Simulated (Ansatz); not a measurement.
Input file for Ansatz (a first-principles code): R-wB97M-V/def2-TZVPPD on N2 (SMILES N#N) with ghost functions, monomers drawn apart or pushed together. Files ending in .json are basis or fitting sets from the Basis Set Exchange.

Ansatz 0.2 input:
```yaml
crystal:
  periodic: [false, false, false]
  atoms:
    - {symbol: N, position_ang: [0.11639382, -0.10862105, 3.84463771]}
    - {symbol: N, position_ang: [0.02212670, -0.14547447, 2.75899552]}
basis:
  gaussian:
    orbitals: def2-TZVPPD.json
    ghost_atoms:
      - {symbol: O, position_ang: [-0.13957094, 0.04763929, -0.29292109]}
      - {symbol: H, position_ang: [-0.19305451, 0.01711521, 0.66818321]}
      - {symbol: H, position_ang: [0.40526958, -0.70618005, -0.54001064]}
hamiltonian:
  xc: {name: wB97M-V}
scf: {lower_state_search: off}
```

**Question.** Give the final energy of this run.

**Answer.** -109.5526 hartree.
